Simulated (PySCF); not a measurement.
A structure optimised at PBE-D3(BJ)/def2-SVP, used in a PySCF frequency run:

```
Si
H 1 1.5081
H 1 1.5096 2 107.22
C 1 1.9015 2 109.53 3 118.97
H 4 1.1113 1 108.73 2 178.95
H 4 1.1114 5 106.82 1 117.09
Si 4 1.8938 5 109.00 6 117.51
H 7 1.5052 4 110.19 5 -178.33
H 7 1.5053 8 108.44 4 120.64
H 7 1.5069 8 108.43 9 117.53
Si 1 2.3574 2 110.15 3 -118.95
H 11 1.5093 1 108.66 2 -53.48
H 11 1.5107 12 107.14 1 116.99
C 11 1.9013 12 109.54 13 119.53
H 14 1.1113 11 108.73 12 -55.76
H 14 1.1113 15 107.03 11 117.06
Si 14 1.8935 15 109.34 16 117.26
H 17 1.5055 14 110.48 15 67.37
H 17 1.5055 18 108.31 14 -120.32
H 17 1.5060 18 108.54 19 -117.61
```
Charge 0, spin multiplicity 1.

### Question
Write its SMILES and formula.

### Answer
[SiH3]C[SiH2][SiH2]C[SiH3], C₂H₁₄Si₄

### Question
What are its rotational constants (standard atomic weights)?

### Answer
3.3976, 0.47347, 0.43161 GHz
